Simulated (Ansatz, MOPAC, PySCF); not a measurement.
Species: SiBrCl (charge 0, singlet). SMILES: Cl[Si]Br
Geometry: optimised at B3LYP-D3(BJ)/def2-TZVP (Ansatz, a program for electronic structure).

Property: vertical ionisation energy to the doublet, in eV. Conventions: valence correlation only (noble-gas shells and the d and f shells of earlier blocks); PM7 with its own dispersion and hydrogen-bond terms; six Cartesian d functions in 6-31G* and its kin unless marked 5d; no spin-orbit coupling; UHF or UKS for open shells; non-relativistic; LANL2DZ with its own core potentials from Na on; no dispersion term unless named; each state is the SCF solution reached for its charge and spin. Ab initio and DFT rows: single points at B3LYP-D3(BJ) geometries (Ansatz). Semi-empirical rows: differences of heats of formation at the shared geometry for vertical values. The Hartree-Fock reference of Cl[Si]Br is unstable towards a lower, spin-broken solution.

```json
[
 {"level": "AM1", "program": "MOPAC", "vertical ionisation energy to the doublet (eV)": "8.54"},
 {"level": "PM6", "program": "MOPAC", "vertical ionisation energy to the doublet (eV)": "8.55"},
 {"level": "PM7", "program": "MOPAC", "vertical ionisation energy to the doublet (eV)": "9.19"},
 {"level": "MNDO", "program": "MOPAC", "vertical ionisation energy to the doublet (eV)": "9.44"},
 {"level": "HF/6-31G* with LANL2DZ past Ar", "program": "Ansatz", "vertical ionisation energy to the doublet (eV)": "9.37"},
 {"level": "PBE/6-31G*", "program": "Ansatz", "vertical ionisation energy to the doublet (eV)": "9.70"},
 {"level": "PBE/6-31G* with LANL2DZ past Ar", "program": "Ansatz", "vertical ionisation energy to the doublet (eV)": "9.75"},
 {"level": "B3LYP/3-21G", "program": "Ansatz", "vertical ionisation energy to the doublet (eV)": "9.96"},
 {"level": "B3LYP/6-31G*", "program": "Ansatz", "vertical ionisation energy to the doublet (eV)": "9.90"},
 {"level": "B3LYP/6-31G* with LANL2DZ past Ar", "program": "Ansatz", "vertical ionisation energy to the doublet (eV)": "9.94"},
 {"level": "M06-2X/6-31G* with LANL2DZ past Ar (5d)", "program": "PySCF", "vertical ionisation energy to the doublet (eV)": "10.12"},
 {"level": "MP2/6-31G*", "program": "Ansatz", "vertical ionisation energy to the doublet (eV)": "9.70"},
 {"level": "MP2/6-31G* with LANL2DZ past Ar", "program": "Ansatz", "vertical ionisation energy to the doublet (eV)": "9.58"},
 {"level": "B3LYP/def2-TZVPD", "program": "Ansatz", "vertical ionisation energy to the doublet (eV)": "9.81"},
 {"level": "wB97X-V/def2-TZVPD", "program": "Ansatz", "vertical ionisation energy to the doublet (eV)": "9.91"}
]
```

No value to compare with is used here. The 13 habitual levels span 8.54 (AM1) to 10.12 eV (M06-2X/6-31G* with LANL2DZ past Ar (5d)); B3LYP/def2-TZVPD gives 9.81.

The levels are drawn from those run, B3LYP/6-31G* more often than the rest, none by its result; runs whose electronic state is in doubt are left out.
